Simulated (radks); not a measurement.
The numbers below are computed, except where a source is named.
Fractional charge and spin in the 3d shell of cobalt: the spin-up occupation runs from 3 to 4 and the spin-down occupation from 2 to 3; the fullest corner is Co, [Ar] 4s2 3d(up 4, down 3). Level of theory: non-relativistic Kohn-Sham, PBE, spin-polarised, spherical densities, point nucleus (a radial shooting solver on a logarithmic mesh with Libxc functionals). Energy (eV) minus the two flat planes that join the four corners (they meet along the diagonal where the two added fractions sum to one electron); zero is where a piecewise linear energy would lie.

down \ up,3,3.25,3.5,3.75,4
2,0.000,-1.671,-2.200,-1.629,0.000
2.25,-1.649,-2.115,-1.483,0.202,-1.343
2.5,-2.171,-1.476,0.269,-1.219,-1.754
2.75,-1.607,0.202,-1.226,-1.704,-1.287
3,0.000,-1.364,-1.782,-1.308,0.000

Corners above the fullest one (they belong to Co+ and the next ion): (up 4, down 2) 14.708 eV, (up 3, down 3) 15.783 eV, (up 3, down 2) 47.432 eV. With half an added electron in each spin the energy lies 0.269 eV from the planes, and with half an added electron in spin up alone -2.200 eV. The planes are only a guide here: the flat-plane condition holds for ground states with one frontier orbital, while this shell lies below other occupied shells, so the corners above the fullest one are inner-hole states and not the ground states of those ions.
